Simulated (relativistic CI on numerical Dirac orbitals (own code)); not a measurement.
# La³⁰⁺: q coefficients and field-shift factors

These numbers are calculated, not measured: Dirac-Coulomb-Breit CI, KLI orbitals optimised for each configuration, derivatives by finite differences, unscaled Slater integrals, QED left out (own radial code, finite nucleus).

CI space (outside the closed core [Ne]): 3s2 3p6 3d9, 3s2 3p5 3d10, 3s 3p6 3d10, 3s2 3p6 3d8 4s, 3s2 3p6 3d8 4p, 3s2 3p6 3d8 4d, 3s2 3p4 3d10 4s, 3s2 3p6 3d8 4f. Levels of other configurations are missing.

With x = (α/α₀)² − 1 an excitation energy changes as ω = ω₀ + qx; K = 2q/ω₀ is the relative enhancement. Terms are leading LS components, so labels can repeat. The field-shift factor is F = δν/δ⟨r²⟩ for the transition from the lowest level.

Lowest level 3s2 3p6 3d9 2D_5/2.

| Level | ω₀ (cm⁻¹) | q (cm⁻¹) | K | F (GHz/fm²) |
| --- | --- | --- | --- | --- |
| 3s2 3p6 3d9 2D_3/2 | 144506 | 144500 | 2 | 1.64 |
| 3s2 3p5 3d10 2P°_3/2 | 2276401 | 193800 | 0.17 | 8.59 |
| 3s2 3p5 3d10 2P°_1/2 | 2961386 | 960900 | 0.649 | -23.9 |
| 3s 3p6 3d10 2S_1/2 | 4239299 | 1.091e+06 | 0.515 | -1100 |
| 3s2 3p6 3d8 4s 4F_9/2 | 5978059 | -427700 | -0.143 | 379 |
| 3s2 3p6 3d8 4s 2F_7/2 | 5994908 | -426300 | -0.142 | 378 |
| 3s2 3p6 3d8 4s 2D_5/2 | 6035021 | -428700 | -0.142 | 379 |
| 3s2 3p6 3d8 4s 2D_3/2 | 6040753 | -424600 | -0.141 | 379 |
| 3s2 3p6 3d8 4s 4F_7/2 | 6119736 | -286000 | -0.0935 | 381 |
| 3s2 3p6 3d8 4s 4F_5/2 | 6122637 | -284300 | -0.0929 | 381 |
| 3s2 3p6 3d8 4s 4P_1/2 | 6129650 | -402900 | -0.131 | 380 |
| 3s2 3p6 3d8 4s 4P_5/2 | 6170017 | -280600 | -0.091 | 381 |
| 3s2 3p6 3d8 4s 4F_3/2 | 6172554 | -278500 | -0.0902 | 381 |

At this charge energies of transitions that change n are usually good to better than 1 %, and those within a shell (Δn = 0) to a few per cent.
